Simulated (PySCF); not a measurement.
**Aluminium: a sound run and one with changed settings**

Sound run: Al⁺ [Ne] 3s2, Al²⁺ [Ne] 3s1. Calculation: PySCF 2.14, in cc-pV(T+d)Z (5s4p3d1f, 39 functions); no relativity, point nucleus. In the sound run the correlated levels freeze [Ne]. The sound run starts from symmetry-adapted Hartree-Fock orbitals and uses a fine grid where one is needed.

Changed run: scalar relativity by spin-free X2C-1e. This setting is unsound on purpose.

| species | method | sound run (hartree) | changed run (hartree) | converged |
| --- | --- | --- | --- | --- |
| Al⁺ | UHF | -241.67338 | -242.06841 | yes |
| Al⁺ | B3LYP | -242.16852 | -242.56323 | yes |
| Al⁺ | TPSS | -242.15681 | -242.55155 | yes |
| Al⁺ | MP2 | -241.70114 | -242.09616 | yes |
| Al⁺ | CCSD(T) | -241.71291 | -242.10790 | yes |
| Al²⁺ | UHF | -241.02957 | -241.42355 | yes |
| Al²⁺ | B3LYP | -241.47397 | -241.86754 | yes |
| Al²⁺ | TPSS | -241.47277 | -241.86636 | yes |

Ionisation energy of Al⁺:

```
 method  sound run (eV)  changed run (eV)
    UHF          17.519            17.548
  B3LYP          18.900            18.931
   TPSS          18.614            18.645
    MP2          18.274            18.303
SCS-MP2          18.425            18.454
   CCSD          18.595            18.622
CCSD(T)          18.595            18.622
  CCSDT          18.595            18.622
    FCI          18.595            18.622
```

Most of the change in total energy is the relativistic energy itself. On top of that the contraction fixes the core shape for the Hamiltonian it was made with, so the changed run is not a good calculation with the other Hamiltonian either.

For comparison, NIST gives 18.829 eV between the lowest levels.
